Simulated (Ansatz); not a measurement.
Consider the germylene formation by 1,1-elimination: `[SiH3][O][GeH2][O][SiH3]` → `[SiH3][O][GeH]` + `O[SiH3]`.

Program: Ansatz. Geometries: PBE0-D4/def2-TZVP. ΔE: electronic, gas phase. CCSD(T)/CBS adds triple-zeta CCSD(T) − MP2 to the extrapolated MP2 energy (def2 sets, frozen cores). Functionals use def2-TZVPP. HSE06 is defined as in plane-wave codes. For Ge outer-core shells are correlated without core-valence functions, which leaves a few kJ/mol of doubt a bond. Scalar relativity is left out up to krypton. One conformer a species, not always the lowest.

```csv
level,ΔE (kcal/mol),difference from CCSD(T)/CBS
PBE-D4,35.5,-4.7
BLYP-D4,31.7,-8.5
r2SCANh-D4,42.6,2.4
BHLYP-D4,41.8,1.6
ωB97M-V,38.0,-2.2
BLYP,26.5,-13.7
HSE06,37.7,-2.5
RPA@PBE/def2-TZVPP,39.4,-0.8
HF/CBS(def2),40.7,0.5
MP2/CBS(def2),42.9,2.7
CCSD(T)/CBS,40.2,0
```

Largest T1 diagnostic among the species: 0.014.

From BLYP to BHLYP (50 % exact exchange), in def2-TZVPP and without D4, ΔE moves by +11.6 kcal/mol. In def2-TZVPP, CCSD(T) changes the Hartree–Fock value by +2.0 kcal/mol (the triples alone add +0.3 kcal/mol) and MP2 by +4.7 kcal/mol.
